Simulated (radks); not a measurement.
Sb5+, configuration [Kr] 4d10. All-electron calculation, scalar-relativistic Kohn-Sham, SCAN, spin-polarised, spherical densities, finite nucleus; meta-GGA in the generalised Kohn-Sham scheme; Fermi nuclear charge, rms radius 4.6802 fm. Program: a radial shooting solver on a logarithmic mesh with Libxc functionals.

Normalised radial functions P(r) = r R(r), r in bohr:

r	4p	4d
0.002753	0.0063	0.0000
0.004074	0.0126	0.0001
0.005981	0.0246	0.0004
0.008781	0.0472	0.0011
0.013	0.0893	0.0031
0.01908	0.1589	0.0087
0.02824	0.2647	0.0238
0.04146	0.3861	0.0601
0.06135	0.4566	0.1407
0.09007	0.3396	0.2830
0.1322	-0.0630	0.4708
0.1957	-0.5763	0.5820
0.2873	-0.6049	0.3859
0.4252	0.2005	-0.2258
0.6243	1.1042	-0.8931
0.9239	1.1344	-1.0773
1.356	0.5292	-0.7165
1.991	0.1104	-0.2678
2.947	0.0073	-0.0442

4p: eigenvalue -161.31 eV, 2 radial nodes at r = 0.126, 0.395 bohr, <r> = 0.850 bohr, 90 % of the charge inside 1.24 bohr. 4d: eigenvalue -90.284 eV, 1 radial node at r = 0.376 bohr, <r> = 0.999 bohr, 90 % of the charge inside 1.52 bohr.
